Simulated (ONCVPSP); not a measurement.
**Pseudopotential generation for hydrogen (H): ONCV, PBEsol, scalar-relativistic.**

ONCVPSP 4.0.1 input, shortened (lines: element, Z, core and valence counts, functional; n l f; lmax; l rc ep ncon nbas qcut; lloc lpopt rc5 dvloc0; l nproj debl; icmod fcfact rcfact), PBEsol, scalar-relativistic:

```
  H 1.00    0    1  -116133      upf
    1    0    1.00
    1
    0    1.10    0.00    4    7    6.40
    1    1.15    0.24    4    8    5.70
    4    1    0.95    3.00
    0    2    0.40
    1    2    3.50
    0    0.00    0.00
```

(1) Estimate the cutoffs (Ha) at which the residual kinetic energy of the hardest occupied pseudo-wave falls to 1 and 0.1 mHa per electron.

(2) Does the potential have ghost states?

Results:

(1) 15 Ha and 27 Ha.

(2) No bound ghost flagged; no localised positive-energy state flagged.
